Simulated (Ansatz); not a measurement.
```xyz
16

C     0.0000    1.4000    0.0000
C     1.2124    0.7000    0.0000
C     1.2124   -0.7000    0.0000
C     0.0000   -1.4000    0.0000
C    -1.2124   -0.7000    0.0000
C    -1.2124    0.7000    0.0000
C     2.4249    1.4000    0.0000
C     3.6373    0.7000    0.0000
C     3.6373   -0.7000    0.0000
C     2.4249   -1.4000    0.0000
H     0.0000    2.4850    0.0000
H     0.0000   -2.4850    0.0000
H    -2.1521    1.2425    0.0000
H     2.4249    2.4850    0.0000
H     4.5769    1.2425    0.0000
H     4.5769   -1.2425    0.0000
```

Basis set: def2-TZVP (spherical functions). Charge 0, multiplicity 3.

Computed with Ansatz (development build ahead of 0.2.0); each method stands on the lowest determinant of its kind that the runs found. Restricted functionals stand beside restricted open-shell atoms, which can lie above the unrestricted atoms usual in DFT and then raise those values.

Give the atomization energy at this shape (free ground-state atoms in the same class of orbitals less the molecule, no zero-point energy) of triplet C₁₀H₆ by ωB97X (restricted open-shell), PBE0 (unrestricted), PBE0 (restricted open-shell).

```csv
method,atomization energy
ωB97X (restricted open-shell),83.63 eV
PBE0 (unrestricted),84.83 eV
PBE0 (restricted open-shell),85.27 eV
```

Caution: another spin multiplicity may lie lower.

The shape needn't be a minimum at these levels.
